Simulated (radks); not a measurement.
Sr4+, configuration [Ar] 3d10 4s2 4p4 (the NIST ground configuration). Method: Dirac Kohn-Sham, LDA (Slater exchange, Perdew-Wang correlation), spin-unpolarised, spherical densities, finite nucleus; open shells fill j = l - 1/2 first; Fermi nuclear charge, rms radius 4.224 fm; computed with a radial shooting solver on a logarithmic mesh with Libxc functionals.

Radial electron density D(r) = 4 pi r^2 rho(r):

r (bohr),D(r) (e/bohr)
0.001703,1.543
0.001952,1.967
0.002218,2.465
0.002521,3.081
0.002865,3.838
0.003283,4.829
0.003731,5.969
0.00424,7.343
0.004819,8.987
0.005477,10.93
0.006275,13.37
0.007132,16.02
0.008106,19.03
0.009213,22.38
0.01056,26.27
0.012,30.14
0.01363,34.08
0.0155,37.92
0.01761,41.44
0.02018,44.55
0.02293,46.63
0.02607,47.68
0.02963,47.62
0.03394,46.40
0.03858,44.47
0.04384,42.28
0.04983,40.48
0.05664,39.77
0.06489,40.81
0.07375,43.63
0.08382,47.83
0.09526,52.44
0.1091,56.26
0.124,57.41
0.141,55.40
0.1602,50.44
0.1821,43.87
0.2086,37.41
0.2371,33.90
0.2695,33.81
0.3063,36.42
0.3509,39.88
0.3989,41.26
0.4533,39.23
0.5152,33.80
0.5856,26.35
0.6709,18.46
0.7625,12.71
0.8667,9.198
0.985,7.529
1.128,6.754
1.283,6.079
1.458,5.044
1.657,3.707
1.883,2.362
2.157,1.230
2.452,0.5568
2.787,0.2081
3.167,0.06291
3.629,0.01363
4.124,0.002461
4.687,0.0003300

D(r) has 3 maxima, at r = 0.0276, 0.122, 0.396 bohr, and minima at 0.0566, 0.253 bohr, inside which lie 2.08, 11.04 electrons.
